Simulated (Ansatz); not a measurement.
**Energy profile**

The step: ZnH₂O₂ ([OH][Zn][OH]) + AsH₃ → ZnAsH₃O ([OH][Zn][AsH2]) + H₂O (still joined by a long Zn–O bond); bonds formed: O2–H4; dative contacts that become bonds: Zn1–As5; bonds broken: H4–As5; bonds weakened to dative contacts: Zn1–O2 (atoms numbered as in the saddle structure below).

```
9
angstrom
Zn -0.4048 -0.8301 -0.2890
O 0.6009 -0.4037 1.3089
O -1.2222 -2.2060 -1.1107
H 0.7635 0.8991 0.9150
As 0.1275 1.5878 -0.4843
H 0.9981 -0.9377 2.0004
H -1.1748 -3.0289 -0.6213
H -0.8176 2.7351 -0.2938
H 1.1296 2.1845 -1.4253
```

Electronic energies by CCSD(T) at an estimated basis limit (MP2 extrapolated from triple and quadruple zeta, plus CCSD(T) − MP2 in triple zeta), on PBE0-D4/def2-TZVP structures; ZnAsH5O2, singlet; no counterpoise correction. Computed with Ansatz 0.2.0 (basis: def2-TZVPP and def2-QZVPP); correlated methods freeze the cores. The 3s and 3p shells of Cu and Zn are frozen; filled d shells are correlated. The def2 sets are not built for correlating such inner shells, so the correlated values are less sure here. Extrapolation: Hartree–Fock as exp(−7.88 √X), correlation as X^−2.97.

Problem. Give the profile in kJ/mol, counted from the separated reactants. (An estimate is asked for; the value comes from the calculation.)

Solution. Computed:
```tsv
point	kJ/mol
separated: ZnH2O2 (linked as [OH][Zn][OH]; Zn1, O2, O3, H6, H7; singlet) + AsH3 (H4, As5, H8, H9; singlet)	0.0
start structure	-33.3
saddle	59.7
end structure	-102.2
separated: ZnAsH3O (linked as [OH][Zn][AsH2]; Zn1, O3, As5, H7, H8, H9; singlet) + H2O (O2, H4, H6; singlet)	-45.2
```

T1 diagnostic: at most 0.018.

For scale, one of the runs: CCSD(T)/def2-TZVPP, 244 basis functions, launched by `ansatz run in.yaml --threads 8 --pin off --events-out ev --progress --plain --max-ram 19148MiB`. Time: 3.3 min of wall clock on 8 CPU threads of an Intel Xeon; the host was shared. Peak host memory: 5.1 GiB.
